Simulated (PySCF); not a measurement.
CHF₃O₃S, SMILES OS(=O)(C(F)(F)F)=O. Coordinates come from a B3LYP-D3(BJ)/def2-SVP optimisation. The values are those of a single conformer.

**Question.** Give the equilibrium geometry at B3LYP-D3(BJ)/def2-SVP (PySCF confirms it by a frequency run) as Cartesian coordinates in Å. (Estimate from the structure and the level; the computed values follow.)

**Answer.** One answer among several that fit: 
```xyz
9

O      1.4679    -0.4601    -1.0924
S      0.8001     0.3126     0.1736
O      1.2661    -0.3053     1.4030
O      0.8610     1.7276    -0.1073
C     -0.9756    -0.2346    -0.0688
F     -1.7001     0.2141     0.9443
F     -1.4482     0.2443    -1.2072
F     -1.0165    -1.5648    -0.0927
H      1.7739    -1.3351    -0.7923
```
